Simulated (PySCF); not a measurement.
# Iridium: a sound run and one with changed settings

Sound run: Ir [Xe] 4f14 5d7 6s2, Ir⁺ [Xe] 4f14 5d7 6s1. All numbers are calculated (PySCF 2.14, a scalar-relativistic core potential, in def2-SVP with the def2 core potential (60 electrons)). The sound run starts from symmetry-adapted Hartree-Fock orbitals and uses a fine grid where one is needed.

A second run was set up differently.

| species | method | sound run (hartree) | changed run (hartree) | converged |
| --- | --- | --- | --- | --- |
| Ir | UHF | -103.43852 | -103.43852 | yes |
| Ir | M06-L | -104.28965 | -103.26103 | yes |
| Ir | TPSS | -104.21370 | -103.42351 | yes |
| Ir⁺ | UHF | -103.17992 | -103.17992 | yes |
| Ir⁺ | M06-L | -103.97390 | -102.94203 | yes |
| Ir⁺ | TPSS | -103.89453 | -103.13626 | yes |

Ionisation energy of Ir:

| method | sound run (eV) | changed run (eV) |
| --- | --- | --- |
| UHF | 7.037 | 7.037 |
| M06-L | 8.592 | 8.680 |
| TPSS | 8.685 | 7.816 |

(1) What was changed?
A. all electrons correlated in a valence basis
B. a valence shell is frozen
C. radial grid too coarse
D. level shift left on

Results:

(1) C. It used radial step 0.8 in ln r (0.13 in the sound run). A coarse radial grid mis-integrates the density and the exchange-correlation energy, with errors of either sign; Hartree-Fock needs no grid.
